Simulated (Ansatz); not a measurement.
Input and output for CH$_{7}$InOSi, SMILES `[CH3][InH][O][SiH3]`.

```yaml
crystal:
  periodic: [false, false, false]
  atoms:
    - {symbol: C, position_ang: [-1.416557, 1.321539, -0.597390]}
    - {symbol: In, position_ang: [-1.121392, 0.127796, 1.144896]}
    - {symbol: O, position_ang: [0.574738, -0.932766, 1.000619]}
    - {symbol: Si, position_ang: [1.748010, -1.162131, -0.090787]}
    - {symbol: H, position_ang: [-1.294187, 0.691707, -1.479536]}
    - {symbol: H, position_ang: [-0.650033, 2.098159, -0.624778]}
    - {symbol: H, position_ang: [-2.400172, 1.788646, -0.612562]}
    - {symbol: H, position_ang: [-1.869131, -0.211996, 2.638672]}
    - {symbol: H, position_ang: [2.334484, -2.524675, 0.046617]}
    - {symbol: H, position_ang: [2.851846, -0.168944, 0.068039]}
    - {symbol: H, position_ang: [1.242394, -1.027335, -1.493799]}
basis:
  gaussian: {orbitals: def2-TZVPD, final_grid: {core_spheres: 8, valence_spheres: 7, degree: 23}}
hamiltonian: {xc: {name: r2SCAN0}, dispersion: d3bj}
```

```sh
$ ansatz run in.yaml --threads 2 --pin off --events-out ev --progress --plain --max-ram 22528MiB --backend cpu
```

It prints (some lines left out):

```
Warning: the engine holds no damping parameters fitted to this dispersion correction and functional, so the run takes those fitted to r2scan0 beside the three-body term, which d3bj leaves out (hamiltonian.dispersion, under Limitations)
Functional definition: r2SCAN0
1524 factors; their error is unknown
mean field evaluation 1: about -16239.5417 eV, gradient 7.5e1 eV
mean field evaluation 2: about -16208.7664 eV, gradient 1.4e2 eV
mean field evaluation 4: about -16250.2619 eV, gradient 9.5e0 eV
mean field evaluation 8: about -16250.5052 eV, gradient 3.2e-1 eV
mean field evaluation 16: about -16250.5053 eV, gradient 3.6e-5 eV
mean field -16250.50534593 eV, -597.1950564747 hartree, gradient 3.6e-5 eV, S^2 0.000000; 0 other end points of the search recorded, 0 dependent functions left out
reference -16250.50536101 eV, -597.1950570288 hartree; 28, 28 occupied and 211, 211 virtual orbitals, 1524 factors
Total energy: -16250.57884574 eV, -597.1977575431 hartree
```

Hardware: 2 threads of an AMD EPYC 7R13 on a shared host. Wall time 7 s, peak host memory 0.55 GiB.
